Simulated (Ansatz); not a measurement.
Reactions of C$_{2}$H$_{8}$AlBO (`CO[B](C)[AlH2]`).

Computed with Ansatz on PBE0-D4/def2-TZVP structures; ΔE is electronic, products minus reactants. CCSD(T)/CBS adds triple-zeta CCSD(T) − MP2 to the extrapolated MP2 energy (def2 sets, frozen cores). This one scheme is used for every species. One conformer a species, not always the lowest.

Q: Order these by ΔE at CCSD(T)/CBS, lowest first. (Estimate.)
A. `CO[B](C)[AlH2]` + CH₃OH → `COB(C)OC` + `[AlH3]`
B. `CO[B](C)[AlH2]` + H₂O → `[OH][AlH2]` + `CBOC`
C. `CO[B](C)[AlH2]` + H₂S → `COB(C)S` + `[AlH3]`
D. `CO[B](C)[AlH2]` + CH₃SH → `C[S][AlH2]` + `CBOC`
E. `CO[B](C)[AlH2]` + `O[SiH2]O` → `O[SiH2][O][AlH2]` + `CBOC`

A: E (-210.6 kJ/mol), B (-186.6 kJ/mol), A (-175.4 kJ/mol), D (-163.3 kJ/mol), C (-115.9 kJ/mol).

Largest T1 diagnostic: 0.013, for `CO[B](C)[AlH2]`.
